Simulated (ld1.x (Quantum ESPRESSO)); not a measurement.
**An all-electron radial function and its pseudo partner (Te (Z = 52))**

Columns: radius, all-electron u(r) and pseudo u(r) of the 5s shell (level -15.11 eV) of tellurium in the configuration [Kr] 4d10 5s2 5p4; PBE, scalar-relativistic, TM scheme, ld1.x (Quantum ESPRESSO) 7.5.

```csv
r (bohr),all-electron,pseudo
0.108,-0.1210,0.0202
0.215,0.2475,0.0415
0.322,0.1326,0.0653
0.430,-0.1754,0.0932
0.538,-0.3700,0.1267
0.645,-0.3891,0.1671
0.752,-0.2786,0.2163
0.860,-0.0989,0.2763
0.968,0.0998,0.3470
1.075,0.2853,0.4265
1.182,0.4443,0.5118
1.290,0.5725,0.5974
1.398,0.6683,0.6744
1.505,0.7340,0.7347
1.612,0.7746,0.7746
1.720,0.7946,0.7946
1.828,0.7975,0.7975
1.935,0.7871,0.7871
2.042,0.7666,0.7666
2.150,0.7382,0.7382
2.258,0.7045,0.7045
2.365,0.6676,0.6676
2.472,0.6286,0.6286
2.580,0.5883,0.5883
2.688,0.5479,0.5479
2.795,0.5087,0.5087
```

Q: How many radial nodes do the two functions have?

A: The all-electron 5s function has n − l − 1 = 4 (the table is too coarse to show those close to the nucleus); the pseudo-wave has 0, since the states of the same l below it are removed with the core.

Q: At about which radius was the pseudo-wave matched?

A: 1.70 bohr, where the columns begin to agree (steps of 0.11 bohr).

Q: Is the pseudo-wave norm-conserving?

A: Yes: the TM scheme keeps the norm inside the radius equal to the all-electron one, which fixes the energy derivative of the logarithmic derivative at the level.
